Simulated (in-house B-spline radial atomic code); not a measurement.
Orbital energies and mean radii along the 9-electron series, configuration 1s2 2s2 2p1/2(2) 2p3/2(3). The effective charge is n√(-2ε), a non-relativistic measure. Computed with a B-spline radial code for spherical atoms: Dirac-Hartree-Fock, jj configuration that fills j = l - 1/2 first, finite nuclei.

```tsv
ion	Z	energy of 2p1/2 (Eh)	mean radius of 2p1/2 (bohr)	energy of 1s1/2 (Eh)	mean radius of 1s1/2 (bohr)	energy of 2p3/2 (Eh)	mean radius of 2p3/2 (bohr)	energy of 2s1/2 (Eh)	mean radius of 2s1/2 (bohr)	effective charge of 2p1/2
In40+	49	-241.13	0.10516	-1134.52	0.029655	-232.97	0.10998	-249.92	0.12454	43.921
Sn41+	50	?	?	?	?	?	?	?	?	?
Sb42+	51	?	?	?	?	?	?	?	?	?
Te43+	52	-277.42	0.09784	-1289.89	0.027758	-266.78	0.10296	-286.93	0.11617	47.11
I44+	53	?	?	?	?	?	?	?	?	?
Xe45+	54	-303.2	0.093424	-1399.67	0.026606	-290.62	0.098746	-313.21	0.11112	49.25
Cs46+	55	-316.58	0.091337	-1456.47	0.026059	-302.93	0.096761	-326.84	0.10872	50.326
Ba47+	56	-330.29	0.089325	-1514.54	0.025532	-315.5	0.094851	-340.8	0.10642	51.404
La48+	57	-344.34	0.087384	-1573.91	0.025021	-328.33	0.093012	-355.11	0.10419	52.486
Ce49+	58	-358.73	0.08551	-1634.58	0.024527	-341.42	0.091241	-369.75	0.10204	53.571
Pr50+	59	-373.46	0.083698	-1696.58	0.024049	-354.77	0.089533	-384.75	0.099966	54.659
Nd51+	60	-388.53	0.081946	-1759.92	0.023586	-368.39	0.087885	-400.09	0.097956	55.752
Pm52+	61	-403.96	0.08025	-1824.61	0.023137	-382.27	0.086294	-415.79	0.09601	56.848
Sm53+	62	-419.74	0.078608	-1890.65	0.022701	-396.41	0.084757	-431.85	0.094126	57.948
Eu54+	63	-435.89	0.077016	-1958.09	0.022278	-410.81	0.083271	-448.28	0.092299	59.052
```

Fill in the row of Sn41+.

energy of 2p1/2 (Eh): -252.91; mean radius of 2p1/2 (bohr): 0.10262; energy of 1s1/2 (Eh): -1185.08; mean radius of 1s1/2 (bohr): 0.028998; energy of 2p3/2 (Eh): -243.98; mean radius of 2p3/2 (bohr): 0.10754; energy of 2s1/2 (Eh): -261.94; mean radius of 2s1/2 (bohr): 0.12164; effective charge of 2p1/2: 44.981.

Fill in the row of Sb42+.

energy of 2p1/2 (Eh): -265; mean radius of 2p1/2 (bohr): 0.10018; energy of 1s1/2 (Eh): -1236.87; mean radius of 1s1/2 (bohr): 0.028367; energy of 2p3/2 (Eh): -255.25; mean radius of 2p3/2 (bohr): 0.1052; energy of 2s1/2 (Eh): -274.28; mean radius of 2s1/2 (bohr): 0.11885; effective charge of 2p1/2: 46.044.

Fill in the row of I44+.

energy of 2p1/2 (Eh): -290.15; mean radius of 2p1/2 (bohr): 0.09559; energy of 1s1/2 (Eh): -1344.15; mean radius of 1s1/2 (bohr): 0.027172; energy of 2p3/2 (Eh): -278.57; mean radius of 2p3/2 (bohr): 0.10081; energy of 2s1/2 (Eh): -299.9; mean radius of 2s1/2 (bohr): 0.1136; effective charge of 2p1/2: 48.179.

How does the screening of 2p1/2 change?

Z less the effective charge goes from 5.08 at Z = 49 to 3.95 at Z = 63.
